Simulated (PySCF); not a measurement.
C4H8Si, SMILES C1[SiH2]CC=C1. The structure is a stationary point at PBE0-D3(BJ)/def2-SVP. Other conformers were not sampled.

Task: Give the equilibrium geometry at PBE0-D3(BJ)/def2-SVP (PySCF confirms it by a frequency run) as Cartesian coordinates in Å, and its point group. (Estimate from the structure and the level; the computed values follow.)

Result: This is not unique; one that fits is point group Cs.
```xyz
13

C      1.3599     0.0015    -0.6705
C      1.3599     0.0015     0.6705
C      0.0493    -0.0031     1.4144
Si    -1.2239     0.0017     0.0000
C      0.0493    -0.0031    -1.4144
H      2.3020     0.0044    -1.2306
H      2.3020     0.0044     1.2306
H     -0.0440     0.8745     2.0770
H     -0.0421    -0.8877     2.0683
H     -2.0972     1.2161     0.0000
H     -2.1093    -1.2037     0.0000
H     -0.0421    -0.8877    -2.0683
H     -0.0440     0.8745    -2.0770
```
